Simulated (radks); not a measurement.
Values are calculated unless marked as measured or tabulated.
Spherical quantum dot in the effective-mass picture: electrons in a well V = -V0 / (1 + exp((r - R)/a)) with V0 = 13.8, R = 4.64, a = 0.47, all in effective atomic units (hartree* = m*/eps^2 hartree, bohr* = eps/m* bohr), one dielectric constant everywhere. Level of theory: non-relativistic Kohn-Sham, PBEsol, spin-polarised, spherical densities (a radial shooting solver with Libxc functionals). Levels are named by radial order and angular momentum (1s, 1p, 1d, 2s, ...), and open shells are averaged over m. Results are scaled to m* = 0.072 and eps = 9.3, for which hartree* = 22.65 meV and bohr* = 6.835 nm.

N = 2, configuration 1s2. This is the lowest configuration that the search found. Occupied and some empty levels:

level,occupation,eigenvalue (meV),<r> (nm)
1s,2,-289.66,13.49
1p,0,-282.14,15.85
1d,0,-272.50,17.50
2s,0,-267.33,14.18

Energy (meV): total -596.616, kinetic 12.807, external -619.07, Hartree 20.527, exchange-correlation -10.881.

Electron density:

r (nm),n(r) (e/nm^3)
0.573,0.0001439
2.01,0.0001424
3.45,0.0001392
4.89,0.0001342
6.33,0.0001274
7.77,0.0001187
9.21,0.0001080
10.6,0.00009569
12.1,0.00008203
13.5,0.00006763
15.0,0.00005328
16.4,0.00003968
17.9,0.00002769
19.3,0.00001796
20.7,0.00001069
22.2,5.789e-06
23.6,2.821e-06
25.1,1.205e-06
26.5,4.443e-07
27.9,1.400e-07
